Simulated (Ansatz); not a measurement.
`CB/C=C/Cl` + `O[SiH](O)F` → `CBO[SiH](O)F` + `C=CCl`  (ligand exchange at a B–C bond)

Program: Ansatz. Geometries: PBE0-D4/def2-TZVP. ΔE: electronic, gas phase. CCSD(T)/CBS is the MP2 limit (def2-TZVPP, def2-QZVPP) plus CCSD(T) − MP2 in def2-TZVPP, frozen cores. This one scheme is used for every species. DFT in def2-TZVPP. B3LYP here is the variant with VWN-RPA as its local correlation; programs differ in this. Each species was taken in one conformer, which may not be the lowest.

CCSD(T)/CBS gives -25.5 kcal/mol.

Task: Another level gave -23.3 kcal/mol. Which?
A. B3LYP/def2-TZVPP
B. MP2/def2-TZVPP
C. HF/def2-TZVPP
D. PBE/def2-TZVPP

Result: D. PBE -23.3, MP2/def2-TZVPP -24.7, B3LYP -26.1, HF/def2-TZVPP -29.0 kcal/mol.

Largest T1 diagnostic among the species: 0.012.

In def2-TZVPP, CCSD(T) changes the Hartree–Fock value by +3.3 kcal/mol (the triples alone add +0.6 kcal/mol) and MP2 by +4.3 kcal/mol. From PBE to PBE0 (25 % exact exchange), in def2-TZVPP and without D4, ΔE moves by −0.9 kcal/mol.
